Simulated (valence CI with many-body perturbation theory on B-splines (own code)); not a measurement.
# Forbidden lines of Er27+

Computed by relativistic CI+MBPT: five valence electrons over a frozen Dirac-Fock core [Kr], a basis of 7 s, 7 p, 8 d, 6 f, 4 g, 1 h functions for each j, with the one-electron correlation potential Σ1 (screened to all orders), the two-electron term Σ2, the three-electron term Σ3, Breit, model QED; selected single and double excitations, second order for the rest, scaled by the run's own slope (own B-spline code, finite nucleus).

The last digits are not significant, and no measured levels were compared; by estimate large intervals hold to a few tenths of a per cent, small ones and those within an open d or f shell to about a per cent. The list stops below the first excitations out of the core.

Lines 1 to 50 of 120 in falling wavelength, among levels below 106.026 eV, chosen from the decays that carry over 1 % of a level's rate. Wavelengths and rates use the calculated energies. Electric multipoles are in the length gauge, E1 and E2 with the static RPA response of the core. Weak lines are less certain than strong ones. Lines between different terms over intervals too small for the method are left out, as are lines whose strength nearly cancels. Branching is blank where the lifetime is uncertain.

Levels are named by their leading jj configuration (3d3/2^4 stands for four electrons in 3d with j = 3/2), which in mixed levels can hold well under half, so a name can repeat and another be missing. Letters in brackets count levels of one name in rising energy.

| λ vac (nm) | Upper | Lower | Type | A (s⁻¹) | Branch % |
| --- | --- | --- | --- | --- | --- |
| 1570 | (4d3/2^3 4d5/2^2) J=11/2 | (4d3/2^3 4d5/2^2) J=7/2 [a] | E2 | 2.02e-07 |  |
| 1114 | (4d3/2^3 4d5/2^2) J=9/2 | (4d3/2^3 4d5/2^2) J=11/2 | M1 | 8.91e+00 | 14.5 |
| 664.8 | (4d3/2^2 4d5/2^3) J=13/2 | (4d3/2^2 4d5/2^3) J=11/2 | M1 | 2.32e+01 | 1.4 |
| 651.8 | (4d3/2^3 4d5/2^2) J=9/2 | (4d3/2^3 4d5/2^2) J=7/2 [a] | M1 | 5.14e+01 | 83.7 |
| 618.4 | (4d3/2^3 4d5/2^2) J=7/2 [b] | (4d3/2^3 4d5/2^2) J=5/2 [b] | M1 | 3.90e+01 | 5.9 |
| 595.8 | (4d3/2^3 4d5/2^2) J=5/2 [b] | (4d3/2^3 4d5/2^2) J=3/2 [a] | M1 | 5.36e+01 | 2.0 |
| 455.8 | (4d3/2^3 4d5/2^2) J=1/2 | (4d3/2^3 4d5/2^2) J=3/2 [a] | M1 | 3.42e+02 | 99.0 |
| 313.4 | (4d3/2^2 4d5/2^3) J=5/2 [b] | (4d3/2^3 4d5/2^2) J=3/2 [b] | M1 | 2.36e+02 | 1.8 |
| 313.0 | (4d3/2^3 4d5/2^2) J=7/2 [a] | (4d3/2^3 4d5/2^2) J=5/2 [a] | M1 | 4.37e+02 | 9.8 |
| 287.4 | (4d3/2^2 4d5/2^3) J=3/2 [b] | (4d3/2^2 4d5/2^3) J=3/2 [a] | M1 | 1.06e+02 | 1.5 |
| 282.3 | (4d3/2^2 4d5/2^3) J=7/2 [b] | (4d3/2^2 4d5/2^3) J=9/2 [a] | M1 | 6.40e+01 | 1.4 |
| 277.9 | (4d3/2^2 4d5/2^3) J=3/2 [a] | (4d3/2^2 4d5/2^3) J=5/2 [a] | M1 | 3.83e+02 | 1.5 |
| 277.5 | (4d3/2^3 4d5/2^2) J=7/2 [b] | (4d3/2^3 4d5/2^2) J=7/2 [a] | M1 | 1.56e+02 | 23.7 |
| 247.6 | (4d3/2^2 4d5/2^3) J=9/2 [c] | (4d3/2^2 4d5/2^3) J=7/2 [b] | M1 | 7.67e+01 | 1.1 |
| 240.9 | (4d3/2^3 4d5/2^2) J=3/2 [b] | (4d3/2^3 4d5/2^2) J=1/2 | M1 | 1.15e+02 | 3.5 |
| 223.2 | (4d3/2^2 4d5/2^3) J=9/2 [c] | (4d3/2^2 4d5/2^3) J=9/2 [b] | M1 | 8.19e+02 | 11.8 |
| 223.0 | (4d3/2^2 4d5/2^3) J=1/2 [b] | (4d3/2^2 4d5/2^3) J=3/2 [a] | M1 | 7.05e+02 | 4.3 |
| 222.2 | (4d3/2^2 4d5/2^3) J=7/2 [b] | (4d3/2^2 4d5/2^3) J=7/2 [a] | M1 | 2.87e+02 | 6.1 |
| 214.3 | (4d3/2^3 4d5/2^2) J=3/2 [b] | (4d3/2^3 4d5/2^2) J=5/2 [b] | M1 | 2.79e+02 | 8.6 |
| 210.6 | (4d3/2^2 4d5/2^3) J=9/2 [a] | (4d3/2^3 4d5/2^2) J=7/2 [b] | M1 | 7.86e+02 | 10.9 |
| 193.0 | (4d3/2^3 4d5/2^2) J=5/2 [b] | (4d3/2^3 4d5/2^2) J=5/2 [a] | M1 | 2.55e+03 | 96.9 |
| 185.0 | (4d3/2^2 4d5/2^3) J=7/2 [a] | (4d3/2^3 4d5/2^2) J=5/2 [b] | M1 | 1.67e+03 | 16.0 |
| 179.4 | (4d3/2^2 4d5/2^3) J=5/2 [c] | (4d3/2^3 4d5/2^2) J=3/2 [b] | M1 | 2.05e+03 | 11.7 |
| 172.4 | (4d3/2^3 4d5/2^2) J=5/2 [a] | (4d3/2^4 4d5/2) J=5/2 | M1 | 7.45e+03 | 100.0 |
| 171.9 | (4d3/2^2 4d5/2^3) J=5/2 [a] | (4d3/2^3 4d5/2^2) J=7/2 [a] | M1 | 1.84e+03 | 8.4 |
| 170.7 | (4d3/2^2 4d5/2^3) J=7/2 [a] | (4d3/2^3 4d5/2^2) J=9/2 | M1 | 2.55e+03 | 24.4 |
| 167.1 | (4d3/2 4d5/2^4) J=7/2 [a] | (4d3/2^2 4d5/2^3) J=5/2 [c] | M1 | 1.31e+03 | 4.5 |
| 160.2 | (4d3/2^2 4d5/2^3) J=5/2 [b] | (4d3/2^3 4d5/2^2) J=7/2 [b] | M1 | 1.23e+03 | 9.3 |
| 160.2 | (4d3/2^2 4d5/2^3) J=3/2 [b] | (4d3/2^3 4d5/2^2) J=3/2 [b] | M1 | 8.94e+01 | 1.2 |
| 159.4 | (4d3/2^2 4d5/2^3) J=1/2 [a] | (4d3/2^3 4d5/2^2) J=1/2 | M1 | 5.29e+03 | 39.6 |
| 158.4 | (4d3/2^2 4d5/2^3) J=11/2 | (4d3/2^3 4d5/2^2) J=9/2 | M1 | 1.11e+03 | 14.8 |
| 157.6 | (4d3/2^3 4d5/2^2) J=3/2 [b] | (4d3/2^3 4d5/2^2) J=3/2 [a] | M1 | 6.26e+02 | 19.2 |
| 156.1 | (4d3/2^2 4d5/2^3) J=5/2 [c] | (4d3/2^2 4d5/2^3) J=5/2 [a] | M1 | 2.23e+02 | 1.3 |
| 151.6 | (4d3/2 4d5/2^4) J=5/2 [a] | (4d3/2^2 4d5/2^3) J=3/2 [a] | M1 | 2.09e+03 | 4.9 |
| 148.0 | (4d3/2 4d5/2^4) J=7/2 [a] | (4d3/2^2 4d5/2^3) J=9/2 [b] | M1 | 1.56e+03 | 5.4 |
| 145.2 | (4d3/2 4d5/2^4) J=3/2 [a] | (4d3/2^2 4d5/2^3) J=5/2 [c] | M1 | 7.89e+02 | 2.4 |
| 144.6 | (4d3/2^2 4d5/2^3) J=3/2 [a] | (4d3/2^3 4d5/2^2) J=1/2 | M1 | 7.38e+02 | 2.9 |
| 141.3 | (4d3/2^2 4d5/2^3) J=3/2 [b] | (4d3/2^2 4d5/2^3) J=5/2 [a] | M1 | 6.93e+02 | 9.6 |
| 138.7 | (4d3/2^2 4d5/2^3) J=11/2 | (4d3/2^3 4d5/2^2) J=11/2 | M1 | 6.39e+03 | 85.2 |
| 135.3 | (4d3/2^2 4d5/2^3) J=7/2 [a] | (4d3/2^3 4d5/2^2) J=7/2 [a] | M1 | 3.69e+03 | 35.3 |
| 134.6 | (4d3/2^2 4d5/2^3) J=3/2 [a] | (4d3/2^3 4d5/2^2) J=5/2 [b] | M1 | 2.95e+03 | 11.6 |
| 133.1 | (4d3/2 4d5/2^4) J=11/2 | (4d3/2^2 4d5/2^3) J=9/2 [b] | M1 | 1.63e+03 | 6.5 |
| 129.6 | (4d3/2^2 4d5/2^3) J=9/2 [a] | (4d3/2^3 4d5/2^2) J=11/2 | M1 | 2.56e+03 | 35.3 |
| 127.4 | (4d3/2^2 4d5/2^3) J=9/2 [b] | (4d3/2^3 4d5/2^2) J=7/2 [b] | M1 | 1.42e+03 | 7.7 |
| 127.3 | (4d3/2^2 4d5/2^3) J=5/2 [b] | (4d3/2^3 4d5/2^2) J=5/2 [b] | M1 | 6.15e+03 | 46.8 |
| 123.7 | (4d3/2^2 4d5/2^3) J=9/2 [c] | (4d3/2^2 4d5/2^3) J=11/2 | M1 | 2.21e+02 | 3.2 |
| 122.5 | (4d3/2^2 4d5/2^3) J=7/2 [c] | (4d3/2^2 4d5/2^3) J=5/2 [a] | M1 | 2.62e+02 | 2.3 |
| 120.6 | (4d3/2^2 4d5/2^3) J=7/2 [b] | (4d3/2^3 4d5/2^2) J=7/2 [b] | M1 | 1.32e+03 | 28.2 |
| 119.7 | (4d3/2^2 4d5/2^3) J=9/2 [a] | (4d3/2^3 4d5/2^2) J=7/2 [a] | M1 | 3.83e+03 | 52.9 |
| 119.6 | (4d3/2 4d5/2^4) J=7/2 [a] | (4d3/2^2 4d5/2^3) J=5/2 [b] | M1 | 4.60e+03 | 15.9 |
